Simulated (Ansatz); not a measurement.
Two structures of BAsNH$_{7}$, closed shell, reached by relaxing down either side of one saddle point (PBE0-D4/def2-TZVP). Energies are electronic, without zero-point energy. Computed with Ansatz 0.2.0 (basis: def2-TZVPP and def2-QZVPP); correlated methods freeze the cores. Filled d shells of the heavier atoms are correlated. The def2 sets are not built for correlating such inner shells, so the correlated values are less sure here. Extrapolation: Hartree–Fock as exp(−7.88 √X), correlation as X^−2.97. First:

B1  (0.384, 0.832, -1.433)
N2  (-0.479, 1.438, -0.532)
H3  (1.559, 1.040, -1.340)
H4  (-0.070, 0.124, -2.284)
H5  (0.569, -0.645, 2.011)
As6  (0.405, -1.726, 0.954)
H7  (-1.477, 1.316, -0.557)
H8  (-0.167, 2.052, 0.202)
H9  (-1.110, -1.601, 0.976)
H10  (0.387, -2.831, 2.003)
(Å)

Second:

```tsv
atom	x (Å)	y (Å)	z (Å)
B1	0.3267	-0.0895	-0.8209
N2	-0.4474	1.0204	0.0768
H3	1.3849	0.4017	-1.1347
H4	-0.3909	-0.3290	-1.7629
H5	-1.3427	0.6564	0.3909
As6	0.6281	-1.7962	0.3153
H7	-0.6133	1.8812	-0.4398
H8	0.0960	1.2429	0.9061
H9	-0.7878	-1.8928	0.8935
H10	1.1464	-1.0952	1.5756
```

Q: Which bonds change from the first to the second?

A: BNH₄ ([BH2][NH2]) + AsH₃ → BAsH₄ ([BH2][AsH2]) + NH₃ (still joined by a long B–N bond); bonds formed: B1–As6, N2–H5; bonds broken: H5–As6; bonds weakened to dative contacts: B1–N2.

Q: Give the saddle point's structure and its height above each. (To be estimated.)

A: Computed: 1.731 eV above the first and 1.777 eV above the second (CCSD(T) at an estimated basis limit (MP2 extrapolated from triple and quadruple zeta, plus CCSD(T) − MP2 in triple zeta)).
```csv
atom,x (Å),y (Å),z (Å)
B1,0.3625,0.2157,-0.8558
N2,-0.4045,1.2629,-0.0415
H3,1.5475,0.3772,-0.9120
H4,-0.2176,-0.2178,-1.8093
H5,-0.2258,-0.0379,0.4693
As6,0.3906,-1.7518,0.3931
H7,-1.3425,1.5132,-0.3054
H8,0.0973,1.9985,0.4266
H9,-1.0472,-1.9981,0.8376
H10,0.8397,-1.3620,1.7973
```

No T1 diagnostic of these runs exceeds 0.012.

Labels in which every atom is bracketed show which atoms are joined, not bond orders.

For scale, one of the runs: CCSD(T)/def2-TZVPP, 208 basis functions, launched by `ansatz run in.yaml --threads 4 --pin off --events-out ev --progress --plain --max-ram 9574MiB`. The run took 67 s on 4 CPU threads of an Arm Neoverse V2 (shared host), with 2.9 GiB of host memory at its peak.
